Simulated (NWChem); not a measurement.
System: C₄H₄ClF; SMILES C(=C=C)(F)CCl

NWChem input:

```
start job
memory heap 200 mb stack 900 mb global 1100 mb
geometry units angstroms noautoz
  C      1.200829    -2.549110     0.077484
  C      0.372607    -1.540286     0.023559
  C     -0.437211    -0.509101    -0.053900
  F     -1.616463    -0.498117     0.578509
  C     -0.169303     0.720325    -0.842086
  Cl    -0.016977     2.167619     0.206774
  H      1.160184    -3.364204    -0.654985
  H      1.963447    -2.619375     0.862420
  H     -1.003984     0.917998    -1.530618
  H      0.759938     0.614840    -1.414118
end
basis spherical
  * library cc-pvdz
end
dft
  xc xtpss03 ctpss03
  iterations 150
  mulliken
end
task dft energy
```

Structure relaxed at the PBE0/def2-SVP level.

Task: Predict the main results of this run. (TPSS/cc-pVDZ.) Quantities: basis functions; energy (Ha); highest occupied level (eV); orbital gap (eV); dipole (D).

Result: 
```
Quantity                      Result
---------------------------  -------
number of basis functions        108
energy (Ha)                  -714.88
highest occupied level (eV)    -6.19
orbital gap (eV)                4.78
dipole (D)                      2.62
```
